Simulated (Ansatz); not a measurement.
Abstraction of H: CH4O + C2H6MgN → CH3O + C2H7MgN

Species: CH4O `CO`, singlet; C2H6MgN `C[N](C)[Mg]`, doublet; CH3O `C[O]`, doublet; C2H7MgN `C[N](C)[MgH]`, singlet. A radical takes H: the energy is the difference in strength between the O–H bond broken and the Mg–H bond made.

Shapes, held fixed at every level: PBE0-D4/def2-TZVP. Programs: Ansatz 0.2.0. The zero-point and thermal change to 298 K, harmonic and unscaled (PBE0-D4/def2-TZVP), is -24.1 kJ/mol.

| level | kind | ΔH(298 K) (kJ/mol) | less CCSD(T)/def2-TZVPP |
| --- | --- | --- | --- |
| MP2/def2-SVP | perturbation theory | +162.8 | +20.2 |
| HF/def2-SVP | Hartree–Fock | +86.8 | -55.8 |
| SPW92/def2-TZVPP | LDA | +170.2 | +27.6 |
| r2SCAN-D4/def2-TZVPP | meta-GGA | +131.6 | -11.0 |
| PBE0-D4/def2-TZVPP | global hybrid | +140.9 | -1.7 |
| wB97X-V/def2-TZVPP | range-separated hybrid | +124.0 | -18.6 |
| CCSD/def2-SVP | coupled cluster or CI | +127.7 | -14.9 |
| CCSD(T)/def2-TZVPP | coupled cluster or CI | +142.6 | 0.0 |

The highest level, CCSD(T)/def2-TZVPP, gives ΔH(298 K) = +142.6 kJ/mol; the levels span +86.8 to +170.2. The column of differences is taken from that level and isn't an error. No measured value is set beside it here. Open shells run unrestricted. Outer-core shells of Mg are correlated in most correlated rows, in sets that cover them unevenly.
